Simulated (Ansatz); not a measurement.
Reaction (redistribution): `[NH2][In]([NH2])[SH]` + `[SH][InH2]` → `[NH2][In]([SH])[SH]` + `[NH2][InH2]`

Gas-phase electronic energies from Ansatz, PBE0-D4/def2-TZVP geometries. CCSD(T)/CBS adds triple-zeta CCSD(T) − MP2 to the extrapolated MP2 energy (def2 sets, frozen cores). Functionals use def2-TZVPP. def2 core potentials past Kr. For In outer-core shells are correlated without core-valence functions, which leaves a few kJ/mol of doubt a bond. One conformer a species, not always the lowest.

| level | ΔE (kJ/mol) | difference from CCSD(T)/CBS |
| --- | --- | --- |
| LDA (SPW92) | -6.8 | -2.9 |
| B2PLYP | -4.5 | -0.6 |
| PBE-QIDH | -3.6 | 0.3 |
| revPBE | -2.8 | 1.1 |
| BLYP | -4.4 | -0.5 |
| CAM-B3LYP | -4.8 | -0.9 |
| MP2/def2-SVP | -6.9 | -3.0 |
| CCSD(T)/def2-SVP | -6.7 | -2.8 |
| HF/def2-TZVPP | -1.7 | 2.2 |
| SCS-MP2/def2-QZVPP | -4.3 | -0.4 |
| CCSD(T)/CBS | -3.9 | 0 |

Problem. What do rigid-rotor, harmonic-oscillator terms from PBE0-D4/def2-TZVP frequencies (298.15 K, 1 bar) make of the CCSD(T)/CBS value? (Best estimate.)

Solution. The calculation gave: ΔZPE = -1.1 kJ/mol, ΔH = -4.0 kJ/mol, ΔS = 1 J/(mol·K), ΔG = -4.3 kJ/mol.

Largest T1 diagnostic among the species: 0.016.

Leaving LDA and LC-ωPBE aside and taking each functional with its dispersion term where it has one, the values, not all of them listed here, spread over 2.3 kJ/mol, from BLYP-D4 to PBE-QIDH.
